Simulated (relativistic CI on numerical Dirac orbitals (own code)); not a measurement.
# Ligand-field terms of d3

Computed with a parametric ligand-field model of a d^n configuration (Racah B and C, spin-orbit zeta, crystal field), exact diagonalisation.

Field parameters in Wybourne normalisation: Td as Oh with Dq negative (B⁴₀ = 21Dq, B⁴₄ = √(5/14) B⁴₀). The field is a parameter set, without covalency.

B = 770 cm⁻¹, C = 3450 cm⁻¹ (C/B = 4.48), Td, no spin-orbit coupling. Tanabe-Sugano data, E/B above the lowest term (Δ = |10Dq|; b, c mark the second and third term of a kind):

```csv
Δ/B,4T1,4T2,4A2,4T1(b),2E,2T1,2T2
1.0,0.00,0.81,1.81,15.62,17.76,18.02,17.83
1.9,0.00,1.55,3.45,16.21,17.57,18.36,18.12
2.8,0.00,2.32,5.12,16.83,17.09,18.58,18.37
3.7,0.00,3.09,6.79,17.47,16.46,18.70,18.57
4.6,0.00,3.87,8.46,18.14,15.74,18.76,18.73
5.5,0.00,4.67,10.17,18.83,14.96,18.79,18.86
6.4,0.00,5.46,11.87,19.53,14.17,18.80,18.96
7.3,0.00,6.27,13.57,20.24,13.35,18.79,19.03
8.2,0.00,7.08,15.28,20.97,12.52,18.77,19.09
9.1,0.00,7.91,17.02,21.72,11.66,18.75,19.14
10.0,0.00,8.74,18.74,22.47,10.81,18.72,19.17
10.9,0.00,9.57,20.46,23.23,9.96,18.69,19.20
11.8,0.00,10.41,22.22,24.02,9.09,18.66,19.21
12.7,0.00,11.25,23.95,24.80,8.22,18.63,19.23
13.6,0.00,12.09,25.69,25.59,7.36,18.60,19.24
14.5,0.00,12.94,27.43,26.38,6.49,18.57,19.24
15.4,0.00,13.80,29.20,27.19,5.61,18.54,19.24
16.3,0.00,14.65,30.95,28.00,4.73,18.51,19.24
17.2,0.00,15.50,32.70,28.81,3.86,18.48,19.24
18.1,0.00,16.37,34.48,29.64,2.97,18.46,19.24
19.0,0.00,17.23,36.23,30.46,2.10,18.43,19.24
19.9,0.00,18.09,37.99,31.29,1.22,18.41,19.24
20.8,0.00,18.97,39.77,32.13,0.33,18.38,19.23
21.7,0.55,20.38,42.08,33.51,0.00,18.91,19.78
```

The ground term changes from 4T1 to 2E between Δ/B = 20.8 and 21.7.
